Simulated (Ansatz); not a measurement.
Start from `O=COCS` and change one atom or group to get `O=COC[SiH2]S`.

Ansatz, PBE0-D4/def2-TZVP geometries, multiplicity 1. Each molecule was computed in one conformer, which needn't be the lowest.

| property | `O=COCS` |
| --- | --- |
| HOMO–LUMO gap (B3LYP/def2-TZVPP) / eV | 6.80 |
| LUMO energy (ωB97M-V/def2-TZVPP) / eV | 1.97 |
| HOMO energy (ωB97M-V/def2-TZVPP) / eV | -9.75 |
| HOMO energy (PBE/def2-TZVPP) / eV | -6.22 |
| HOMO energy (B3LYP/def2-TZVPP) / eV | -7.27 |
| HOMO–LUMO gap (PBE/def2-TZVPP) / eV | 4.89 |

(1) Give the same properties after the change, and the shifts. (Estimate.)

Answers

(1) Ansatz gave: 
```
                             property  `O=COC[SiH2]S`  shift
HOMO–LUMO gap (B3LYP/def2-TZVPP) / eV            7.00   0.20
LUMO energy (ωB97M-V/def2-TZVPP) / eV            1.73  -0.24
HOMO energy (ωB97M-V/def2-TZVPP) / eV           -9.81  -0.06
    HOMO energy (PBE/def2-TZVPP) / eV           -6.39  -0.17
  HOMO energy (B3LYP/def2-TZVPP) / eV           -7.38  -0.11
  HOMO–LUMO gap (PBE/def2-TZVPP) / eV            5.16   0.27
```

With PBE0 the HOMO falls by 0.11 eV and the LUMO rises by 0.08 eV, so the gap widens by about 0.19 eV. PBE moves the HOMO by -0.17 eV and ωB97M-V by -0.06 eV.

B3LYP here is the variant with VWN-RPA as its local correlation; programs differ in this.
